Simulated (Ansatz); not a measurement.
Basis sets compared for the cluster Ge₃F₆⁺ (the lowest doublet isomer of a short search). The state is a doublet with charge 1. Geometry r2SCAN-D4/def2-SVP. Ansatz on 4 threads of Intel Xeon 6975P-C on a shared host; times are rough, and most runs start from earlier orbitals.

```xyz
9

Ge   -0.931    1.800   -1.230
Ge   -0.570   -1.229    0.938
Ge    2.144   -0.035   -0.165
F     0.767   -1.233   -0.693
F     0.975    1.396   -0.548
F    -1.340    0.224    0.170
F    -1.339   -1.195    2.480
F    -0.680    0.586   -2.437
F     0.974   -0.315    1.485
```

The structure comes from a short search, and lower isomers may exist.

| level | functions | energy (Eh) | HOMO (eV) | LUMO (eV) | wall time |
| --- | --- | --- | --- | --- | --- |
| PBE-D4/def2-SVP | 180 | -6827.3022 | -11.55 | -10.43 | 2.5 s |
| PBE0-D4/def2-SVP | 180 | -6827.4297 | -13.03 | -9.54 | 5.5 s |

Question: Estimate the rows for PBE-D4/def2-TZVP (with forces), PBE0-D4/def2-TZVP.

Answer: 
```csv
level,functions,energy (Eh),HOMO (eV),LUMO (eV),wall time
PBE-D4/def2-TZVP (with forces),330,-6828.8319,-11.64,-10.49,8.5 s
PBE0-D4/def2-TZVP,330,-6828.9576,-13.05,-9.55,29 s
```
